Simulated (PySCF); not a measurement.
H₆N₂O₂Ti, SMILES [OH][Ti]([OH])([NH2])[NH2], multiplicity 1. The structure is a stationary point at PBE-D3(BJ)/def2-SVP. The multiplicity is an assumed one; no other spin state was optimised. The structure was generated by enumeration; whether it is a known compound was not checked. The values are those of a single conformer.

Level of theory: PBE-D3(BJ)/def2-SVP run with PySCF.

Harmonic wavenumbers (cm⁻¹): 158, 164, 175, 182, 190, 246, 273, 297, 358, 370, 395, 461, 494, 503, 512, 655, 707, 745, 767, 1434, 1436, 3455, 3457, 3558, 3560, 3771, 3775. Rotational constants (GHz): 3.154, 3.062, 3.036; symmetry number 1.

Q: Work out the zero-point energy and the ideal-gas rigid-rotor harmonic-oscillator thermochemistry at 298.15 K and 1 atm.

A: ZPE = ½ Σ hcν = ½ × 32099 cm⁻¹ = 45.89 kcal/mol. H − E(el) = 52.50 kcal/mol. Entropy in cal/(mol K): translation 40.11, rotation 26.80, vibration 23.85, total 90.76. G − E(el) = 25.44 kcal/mol. Cp = 35.50 cal/(mol K).
